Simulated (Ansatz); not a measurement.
Cost and result up the ladder for the cluster Cs3Ge3Br9 (15 atoms). Total charge 0; singlet. Geometry: PBE-D4/def2-SVP.

Cartesian coordinates in Å:
```
Cs 0.3937 3.1934 2.0113
Cs 1.0689 -1.5834 -0.6141
Cs 3.9235 1.1672 -3.4534
Ge -3.2257 1.0379 4.6717
Ge 3.4651 -2.8977 -4.4261
Ge -2.6310 0.2446 0.9828
Br -0.5695 -0.2349 2.4316
Br -2.9934 3.0364 3.1205
Br 1.4338 -1.3805 -4.2807
Br 4.8986 -1.3807 -5.7724
Br 4.3795 -2.2449 -2.1367
Br -5.3156 1.6076 5.6875
Br -2.5699 -1.8518 -0.3245
Br -4.2977 -0.5622 2.7534
Br 2.0395 1.8490 -0.6510
```

Ansatz on 2 threads of AMD EPYC 7R13 on a shared host and a share (18 GiB) of an NVIDIA H100 80GB HBM3. Times are rough, and most runs start from the orbitals of an earlier one. PBE0-D4/def2-TZVP serves as the yardstick here, not as an exact answer. Differences are given only for rows in sets of like size (and for xTB, whose basis is part of the method), since another set adds its own error. Binding counts from free atoms at the same level (Cs doublet, Ge triplet, Br doublet; other spins of the atoms weren't run), without zero-point energy or a counterpoise term.

In the def2 sets Cs takes a core potential; there is no spin–orbit coupling. Correlated methods freeze 108 core orbitals; core or outer-core shells of Cs, Ge, Br are correlated, in sets that lack core-valence functions. The rows differ in basis, and correlated rows in double-zeta sets carry the largest basis error. Single mean-field runs in def2-SVP, def2-TZVP are fitted with def2-universal-jkfit. Another isomer (singlet) lies 0.34 eV lower at PBE0-D4/def2-TZVP; other spin states weren't run for this one.

Correlated methods converge slowly with the basis, most of all in double-zeta sets.

| level | functions | wall time |
| --- | --- | --- |
| PBE-D4/def2-SVP | 456 | 6 s |
| PBE0-D4/def2-SVP | 456 | 7 s |
| LDA (SPW92)/def2-TZVP | 663 | 9 s |
| r2SCAN-D4/def2-TZVP | 663 | 11 s |
| PBE0-D4/def2-TZVP | 663 | 11 s |
| MP2/def2-SVP | 456 | 13 s |
| PBE-D4/def2-TZVP (with forces) | 663 | 15 s |
| RPA@PBE/def2-SVP | 456 | 18 s |

Question: Estimate what each level gives for the binding energy per atom (eV).

Answer: 
```
                         level  binding energy per atom (eV)  difference from PBE0-D4/def2-TZVP (eV)
               PBE-D4/def2-SVP                          2.83                                       –
              PBE0-D4/def2-SVP                          2.76                                       –
         LDA (SPW92)/def2-TZVP                          3.14                                    0.39
           r2SCAN-D4/def2-TZVP                          2.79                                    0.05
             PBE0-D4/def2-TZVP                          2.74                                    0.00
                  MP2/def2-SVP                          2.60                                       –
PBE-D4/def2-TZVP (with forces)                          2.80                                    0.06
              RPA@PBE/def2-SVP                          2.17                                       –
```
